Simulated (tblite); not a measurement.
Compound: C5H13N3Si.
SMILES with atom numbers: `[CH3:1][CH2:2][CH2:3][NH:4][CH2:5][Si@H:6]([NH2:7])[C:8]#[N:9]` (hydrogens: H10, H11, H12 on C1; H13, H14 on C2; H15, H16 on C3; H17 on N4; H18, H19 on C5; H20 on Si6; H21, H22 on N7)

The geometry is computed with GFN2-xTB (gas phase).

Q: What internal coordinates does the optimisation give?

A: 
```csv
bond,length (Å)
C1–C2,1.523
C2–C3,1.535
C3–N4,1.451
N4–C5,1.455
C5–Si6,1.903
Si6–N7,1.713
Si6–C8,1.872
C8≡N9,1.145
"C1–H10, C1–H11, C1–H12",1.088
C2–H13,1.092
C2–H14,1.094
C3–H15,1.094
C3–H16,1.095
N4–H17,1.016
C5–H18,1.100
C5–H19,1.093
Si6–H20,1.475
"N7–H21, N7–H22",1.007
```

Bonds in one row agree within 0.01 Å and their mean is given. A selection of angles:
```csv
angle,degrees
C2–C1–H10,110.6
C2–C1–H11,110.5
H10–C1–H11,108.3
C1–C2–C3,111.5
C1–C2–H13,109.3
C1–C2–H14,109.6
C3–C2–H13,109.5
C3–C2–H14,109.0
H13–C2–H14,107.9
C2–C3–N4,115.7
C2–C3–H15,109.5
C2–C3–H16,109.0
N4–C3–H15,107.4
N4–C3–H16,107.1
H15–C3–H16,107.9
C3–N4–C5,115.2
C3–N4–H17,109.4
C5–N4–H17,109.5
N4–C5–Si6,108.7
N4–C5–H18,113.2
N4–C5–H19,107.3
Si6–C5–H18,111.0
Si6–C5–H19,109.8
H18–C5–H19,106.7
C5–Si6–N7,106.1
C5–Si6–C8,109.4
C5–Si6–H20,111.4
N7–Si6–C8,106.6
N7–Si6–H20,117.9
C8–Si6–H20,105.2
Si6–N7–H21,121.6
Si6–N7–H22,118.2
H21–N7–H22,111.5
Si6–C8–N9,178.9
```

Dihedral angles: C1–C2–C3–N4 179° (antiperiplanar); C2–C3–N4–C5 69° (synclinal); C3–N4–C5–Si6 169° (antiperiplanar); N4–C5–Si6–N7 -54° (synclinal).

Si6 (SiH silicon) is distorted tetrahedral (angles from 105.2° to 117.9°). The C–N distances run from 1.145 Å (C8≡N9, drawn triple) to 1.455 Å (N4–C5, drawn single), a spread of 0.310 Å. Of the pairs four or more bonds apart, H15···H19 is among the closest relative to their van der Waals radii: 2.32 Å, 97 % of the sum of Bondi's values. N4 (secondary amine nitrogen) is pyramidal (angles 115.2°, 109.5° and 109.4°, sum 334.1°, 0.38 Å off the plane of its three neighbours). The 2 C–Si bonds span 1.872 Å (Si6–C8, drawn single) to 1.903 Å (C5–Si6, drawn single), a spread of 0.031 Å. N7 (silicon-bound nitrogen) has angles 121.6°, 118.2° and 111.5°, sum 351.2°, 0.20 Å off the plane of its three neighbours.

Point group: C1 (no symmetry element, even within 0.4 Å). Its GFN2-xTB frequencies are all real (lowest 37 cm⁻¹). One conformer, not necessarily the lowest (C1–C2–C3–N4 179°, C2–C3–N4–C5 69°, C3–N4–C5–Si6 169°, N4–C5–Si6–N7 -54°, C5–Si6–N7–H 178° and 34°). 3 starts were optimised and ended at 0.00, 1.30 and 1.34 kcal/mol (GFN2-xTB); the lowest of these is shown.

Time: 3.4 s of wall time. Hardware: one thread, Arm Neoverse N1 (aarch64), on a shared host. This is the geometry optimisation.
